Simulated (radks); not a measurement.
Charge is removed step by step from the 3s level of the rhodium ion Rh6+, starting from [Kr] 4d3. All-electron calculation, scalar-relativistic Kohn-Sham, r2SCAN, spin-unpolarised, spherical densities, finite nucleus; meta-GGA in the generalised Kohn-Sham scheme; Fermi nuclear charge, rms radius 4.4945 fm. Program: a radial shooting solver on a logarithmic mesh with Libxc functionals.

removed (e)  E - E(0) (eV)  eigenvalue (eV)  E minus straight line (eV)
0                    0.000          -700.54                       0.000
0.125               87.856          -705.89                      -2.362
0.25                176.38          -711.26                      -4.053
0.375               265.58          -716.65                      -5.072
0.5                 355.45          -722.06                      -5.417
0.625               446.00          -727.49                      -5.084
0.75                537.23          -732.93                      -4.072
0.875               629.14          -738.40                      -2.378
1                   721.74          -743.88                       0.000

Removing the whole electron costs 721.74 eV by Delta-SCF, against 700.54 eV from minus the eigenvalue at the starting occupation. Slater's transition state (half an electron removed) gives 722.06 eV. Integrating minus the eigenvalue over the occupation (Janak's theorem) gives 722.11 eV. In this scalar-relativistic scheme the density is built from large components alone, so the theorem holds only approximately. The mean slope of the eigenvalue, de/dn, is 43.3 eV per electron.
